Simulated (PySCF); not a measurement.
Exercise with solution: entropy of an ideal gas

Se(SH)2 (H2S2Se), SMILES [Se](S)S.

Geometry optimised at ωB97X-D3(BJ)/def2-TZVP. Other conformers were not sampled.

ωB97X-D3(BJ)/def2-TZVP (PySCF 2.14.0) gives the harmonic wavenumbers 170, 304, 324, 418, 436, 855, 868, 2736, 2737 cm⁻¹ and the rotational temperatures 0.3518, 0.1220, 0.0929 K. The molar mass is 145.11 g/mol, the symmetry number 2, the spin multiplicity 1.

Q: Work out the entropy at 298.15 K and 1 atm in the rigid-rotor, harmonic-oscillator model.

A: 
Translation (Sackur–Tetrode at 1 atm): S = R[1.5 ln M + 2.5 ln T − 1.16487] = 170.8 J/(mol K).
Rotation: q = (√π/σ) T^1.5/√(θA θB θC) = 72300, S = R[ln q + 3/2] = 105.5 J/(mol K).
Vibration: with u = 1.4388 ν/T, each mode gives R[u/(e^u − 1) − ln(1 − e^−u)]:
```csv
ν (cm⁻¹),modes,u,S (J/(mol K))
170,1,0.82,10.19
304,1,1.47,5.84
324,1,1.56,5.40
418,1,2.02,3.76
436,1,2.10,3.51
855,1,4.13,0.70
868,1,4.19,0.66
```
The stiffer modes add less than 0.005 each. Sum 30.1 J/(mol K).
Spin: R ln 1 = 0.0 J/(mol K).
Total 306.4 J/(mol K); the program's own thermochemistry gives 306.4. Translation makes up 56 % and vibration 10 %. Anharmonicity, hindered rotation and orbital degeneracy are left out.
